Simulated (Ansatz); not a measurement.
Two shapes of singlet Mg4O4.

Shape 1:

```xyz
8

Mg   -0.9750   -0.9750   -0.9751
O    -0.9750   -0.9751    0.9750
O    -0.9751    0.9750   -0.9749
Mg   -0.9749    0.9750    0.9751
O     0.9749   -0.9750   -0.9749
Mg    0.9751   -0.9750    0.9750
Mg    0.9750    0.9751   -0.9749
O     0.9750    0.9751    0.9750
```

Shape 2:

```xyz
8

Mg   -0.9380   -0.9890   -1.0056
O    -1.0142   -0.9587    1.0014
O    -0.9688    1.0074   -1.0126
Mg   -0.9443    0.9913    1.0109
O     0.9706   -0.9844   -0.9261
Mg    0.9422   -1.0127    0.9746
Mg    1.0145    0.9652   -1.0040
O     0.9683    0.9649    1.0235
```

Basis set: cc-pVDZ (spherical functions). Frozen core: 8 orbitals. Charge 0, multiplicity 1.

Computed with Ansatz (development build ahead of 0.2.0); each method stands on the lowest determinant of its kind that the runs found.

Which shape is lower in energy, and by how much in each method?

| method | E(2) − E(1) (eV) |
| --- | --- |
| RHF | 0.170 |
| RHF-MP2 | 0.093 |

Shape 1 is lower.
